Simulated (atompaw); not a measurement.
An all-electron radial function and its pseudo partner (holmium (Ho))

Columns: radius, all-electron u(r) and pseudo u(r) of the 6s shell (level -4.34 eV) of holmium in the configuration [Kr] 4d10 4f10 5s2 5p6 5d1 6s2 6p0; PBE, scalar-relativistic, PAW (atompaw) scheme, atompaw 4.2.0.5.

| r (bohr) | all-electron | pseudo |
| --- | --- | --- |
| 0.115 | -0.0408 | -0.1942 |
| 0.231 | -0.0492 | -0.3763 |
| 0.346 | 0.1335 | -0.5309 |
| 0.462 | 0.1436 | -0.6507 |
| 0.577 | 0.0268 | -0.7268 |
| 0.692 | -0.1099 | -0.7575 |
| 0.808 | -0.2107 | -0.7436 |
| 0.923 | -0.2589 | -0.6895 |
| 1.038 | -0.2600 | -0.6024 |
| 1.154 | -0.2248 | -0.4902 |
| 1.269 | -0.1656 | -0.3648 |
| 1.385 | -0.0915 | -0.2332 |
| 1.500 | -0.0116 | -0.1060 |
| 1.615 | 0.0690 | 0.0117 |
| 1.731 | 0.1473 | 0.1169 |
| 1.846 | 0.2195 | 0.2062 |
| 1.962 | 0.2855 | 0.2814 |
| 2.077 | 0.3435 | 0.3431 |
| 2.192 | 0.3940 | 0.3943 |
| 2.308 | 0.4376 | 0.4376 |
| 2.423 | 0.4737 | 0.4737 |
| 2.538 | 0.5035 | 0.5035 |
| 2.654 | 0.5275 | 0.5275 |
| 2.769 | 0.5461 | 0.5461 |
| 2.885 | 0.5598 | 0.5598 |
| 3.000 | 0.5692 | 0.5692 |

(1) How many radial nodes do the two functions have?

(2) At about which radius was the pseudo-wave matched?

(3) Is the pseudo-wave norm-conserving?

Results:

(1) The all-electron 6s function has n − l − 1 = 5 (the table is too coarse to show those close to the nucleus); the pseudo-wave has 1, since 1 lower shell of the same l stays in the valence.

(2) 2.40 bohr. The columns agree to 0.0005 from 2.08 bohr on; several derivatives are matched, so the curves merge somewhat inside the radius.

(3) No, it belongs to a PAW set: the norm inside the radius is not constrained, and the difference is carried by the augmentation charge.
